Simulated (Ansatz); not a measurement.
Calculated with Ansatz (gas phase, PBE0-D4/def2-TZVP geometries, no zero-point term in ΔE). CCSD(T)/CBS adds triple-zeta CCSD(T) − MP2 to the extrapolated MP2 energy (def2 sets, frozen cores). This one scheme is used for every species. DFT in def2-TZVPP. def2 core potentials past Kr. For Ge, I outer-core shells are correlated without core-valence functions, which leaves a few kJ/mol of doubt a bond. Scalar relativity is left out up to krypton. One conformer a species, not always the lowest.

Consider the ligand exchange at a Ge–I bond: `[F][Ge]([F])([F])[I]` + H₂S → `[F][Ge]([F])([F])[SH]` + HI.

`[F][Ge]([F])([F])[I]`:

```xyz
5

F     0.508   -0.079    1.668
Ge    0.037    0.085    0.038
F     1.413    0.626   -0.812
F    -1.095    1.360   -0.013
I    -0.863   -1.991   -0.881
```

H₂S:

Cartesian coordinates in Å:
```
S -0.446 -0.428 0.030
H -0.229 0.733 0.665
H 0.675 -0.304 -0.695
```

`[F][Ge]([F])([F])[SH]`:

```xyz
6

F    -1.327    1.121   -0.557
Ge   -0.350   -0.229   -0.185
F    -1.392   -1.506    0.250
F     0.378   -0.654   -1.670
S     1.061    0.126    1.420
H     1.629    1.142    0.743
```

HI:

Cartesian coordinates in Å:
```
I 0.270 -0.494 0.575
H -0.270 0.494 -0.575
```

```json
{"level": "revPBE", "ΔE (eV)": "0.25"}
{"level": "BHLYP", "ΔE (eV)": "0.25"}
```

**Question.** What does CCSD(T)/CBS give? (Estimate.)

**Answer.** Computed: +0.26 eV. The listed levels differ from it by -0.01, -0.01 eV.

**Question.** What do rigid-rotor, harmonic-oscillator terms from PBE0-D4/def2-TZVP frequencies (298.15 K, 1 bar) make of the CCSD(T)/CBS value? (Estimate.)

**Answer.** Computed: ΔZPE = -0.03 eV, ΔH = +0.23 eV, ΔS = 8 J/(mol·K), ΔG = +0.20 eV.

Largest T1 diagnostic among the species: 0.012.

Leaving LDA and LC-ωPBE aside and taking each functional with its dispersion term where it has one, the values, not all of them listed here, spread over 0.07 eV, from B97M-V to BHLYP-D4. LDA lies −0.04 eV from PBE without D4. At CCSD(T), def2-SVP lies −0.06 eV from the extrapolated value and def2-TZVPP −0.05 eV.
